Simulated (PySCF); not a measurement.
C2H2Cl2, SMILES C(=C\Cl)/Cl.

Geometry optimised at TPSSh-D3(BJ)/def2-SVP.

All values below come from TDA-PBE/def2-SVPD (PySCF).

Vertical excitations. Gas-phase values at a fixed geometry. State labels are in the subgroup C2h.

| state | symmetry | energy (eV) | λ (nm) | f | main pairs |
|---|---|---|---|---|---|
| S1 | Bg | 5.44 | 228 | 0.000 | HOMO→LUMO+1 99 % |
| S2 | Bu | 6.02 | 206 | 0.317 | HOMO→LUMO 81 % |
| S3 | Bg | 6.15 | 202 | 0.000 | HOMO−1→LUMO 100 % |
| S4 | Au | 6.27 | 198 | 0.000 | HOMO−2→LUMO 78 %, HOMO→LUMO+2 21 % |
| S5 | Au | 6.35 | 195 | 0.000 | HOMO→LUMO+2 77 %, HOMO−2→LUMO 21 % |
| S6 | Bg | 6.86 | 181 | 0.000 | HOMO→LUMO+3 100 % |
| S7 | Au | 6.92 | 179 | 0.007 | HOMO→LUMO+4 99 % |
| S8 | Bu | 7.02 | 176 | 0.081 | HOMO−1→LUMO+1 95 % |
| S9 | Ag | 7.07 | 175 | 0.000 | HOMO−2→LUMO+1 95 % |
| S10 | Ag | 7.36 | 169 | 0.000 | HOMO−3→LUMO 88 % |
| T1 | Bu | 3.79 | 327 | 0 | HOMO→LUMO 98 % |
| T2 | Bg | 4.90 | 253 | 0 | HOMO→LUMO+1 100 % |
| T3 | Bg | 6.01 | 206 | 0 | HOMO−1→LUMO 100 % |
| T4 | Au | 6.04 | 205 | 0 | HOMO→LUMO+2 94 % |
Triplets are in the Tamm–Dancoff approximation.
